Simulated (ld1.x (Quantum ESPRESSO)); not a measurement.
## u(r) = r·R(r): atom against pseudo-atom (germanium)

Columns: radius, all-electron u(r) and pseudo u(r) of the 4s shell (level -12.20 eV) of germanium in the configuration [Ar] 3d10 4s1.75 4p2.25; LDA (PZ), scalar-relativistic, TM scheme, ld1.x (Quantum ESPRESSO) 7.5.

```tsv
r (bohr)	all-electron	pseudo
0.088	-0.1197	-0.0182
0.175	-0.1882	-0.0370
0.262	0.0356	-0.0576
0.350	0.2513	-0.0812
0.438	0.3483	-0.1086
0.525	0.3329	-0.1405
0.612	0.2435	-0.1783
0.700	0.1131	-0.2234
0.788	-0.0314	-0.2758
0.875	-0.1722	-0.3345
0.962	-0.3016	-0.3988
1.050	-0.4163	-0.4670
1.138	-0.5130	-0.5349
1.225	-0.5907	-0.5979
1.312	-0.6518	-0.6529
1.400	-0.6981	-0.6976
1.487	-0.7303	-0.7300
1.575	-0.7509	-0.7508
1.662	-0.7613	-0.7613
1.750	-0.7631	-0.7631
1.838	-0.7577	-0.7577
1.925	-0.7466	-0.7466
2.012	-0.7309	-0.7309
2.100	-0.7112	-0.7112
2.188	-0.6887	-0.6887
2.275	-0.6643	-0.6643
```

Problem. How many radial nodes do the two functions have?

Solution. The all-electron 4s function has n − l − 1 = 3 (the table is too coarse to show those close to the nucleus); the pseudo-wave has 0, since the states of the same l below it are removed with the core.

Problem. At about which radius was the pseudo-wave matched?

Solution. 1.75 bohr. The columns agree to 0.0005 from 1.49 bohr on; several derivatives are matched, so the curves merge somewhat inside the radius.

Problem. Where does each function peak?

Solution. Outermost all-electron maximum near 1.75 bohr, pseudo maximum near 1.75 bohr (to the table’s step).

Problem. Is the pseudo-wave norm-conserving?

Solution. Yes: the TM scheme keeps the norm inside the radius equal to the all-electron one, which fixes the energy derivative of the logarithmic derivative at the level.
